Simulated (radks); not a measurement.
Results of a calculation; reference values are marked as such.
Species: Nb I. Configuration: [Kr] 4d4 5s1 (the NIST ground configuration). Level of theory: scalar-relativistic Kohn-Sham, PBE, spin-polarised, spherical densities, point nucleus; open shells are filled with parallel spins first (spin-orbit coupling, left out, can overturn this in heavy ions) (a radial shooting solver on a logarithmic mesh with Libxc functionals).

Radial electron density D(r) = 4 pi r^2 rho(r):

| r (bohr) | D(r) (e/bohr) | spin D(r) |
|---|---|---|
| 0.002919 | 5.036 | 0.000435 |
| 0.003399 | 6.471 | 0.000557 |
| 0.003925 | 8.157 | 0.000699 |
| 0.004533 | 10.21 | 0.000870 |
| 0.005235 | 12.69 | 0.00107 |
| 0.006094 | 15.81 | 0.00132 |
| 0.007038 | 19.26 | 0.00159 |
| 0.008128 | 23.18 | 0.00188 |
| 0.009387 | 27.53 | 0.00218 |
| 0.01093 | 32.46 | 0.00248 |
| 0.01262 | 37.23 | 0.00270 |
| 0.01458 | 41.85 | 0.00283 |
| 0.01683 | 45.96 | 0.00278 |
| 0.0196 | 49.33 | 0.00247 |
| 0.02263 | 51.25 | 0.00185 |
| 0.02614 | 51.70 | 0.000875 |
| 0.03019 | 50.68 | -0.000440 |
| 0.03486 | 48.55 | -0.00197 |
| 0.04058 | 45.87 | -0.00351 |
| 0.04687 | 43.97 | -0.00435 |
| 0.05413 | 43.77 | -0.00380 |
| 0.06251 | 45.95 | -0.000759 |
| 0.07277 | 50.77 | 0.00670 |
| 0.08405 | 56.58 | 0.0195 |
| 0.09706 | 61.60 | 0.0400 |
| 0.1121 | 63.68 | 0.0700 |
| 0.1305 | 61.17 | 0.114 |
| 0.1507 | 54.77 | 0.169 |
| 0.1741 | 46.84 | 0.234 |
| 0.201 | 40.74 | 0.303 |
| 0.234 | 39.06 | 0.365 |
| 0.2703 | 41.93 | 0.393 |
| 0.3121 | 46.23 | 0.369 |
| 0.3605 | 47.92 | 0.287 |
| 0.4196 | 44.02 | 0.155 |
| 0.4846 | 35.41 | 0.0361 |
| 0.5597 | 25.13 | -0.00905 |
| 0.6464 | 16.66 | 0.0787 |
| 0.7465 | 11.89 | 0.327 |
| 0.869 | 10.40 | 0.742 |
| 1.004 | 10.43 | 1.20 |
| 1.159 | 10.10 | 1.62 |
| 1.339 | 8.746 | 1.91 |
| 1.558 | 6.594 | 2.02 |
| 1.8 | 4.587 | 1.95 |
| 2.078 | 3.056 | 1.78 |
| 2.4 | 2.056 | 1.53 |
| 2.794 | 1.405 | 1.24 |
| 3.227 | 0.9900 | 0.943 |
| 3.727 | 0.6705 | 0.660 |
| 4.304 | 0.4177 | 0.416 |
| 5.011 | 0.2249 | 0.225 |
| 5.787 | 0.1100 | 0.110 |
| 6.683 | 0.04660 | 0.0466 |
| 7.718 | 0.01662 | 0.0166 |
| 8.985 | 0.004452 | 0.00445 |
| 10.38 | 0.0009948 | 0.000995 |
| 11.98 | 0.0001695 | 0.000170 |

D(r) has 4 maxima, at r = 0.0253, 0.112, 0.355, 1.02 bohr, and minima at 0.0512, 0.227, 0.904 bohr, inside which lie 2.04, 11.06, 29.43 electrons.
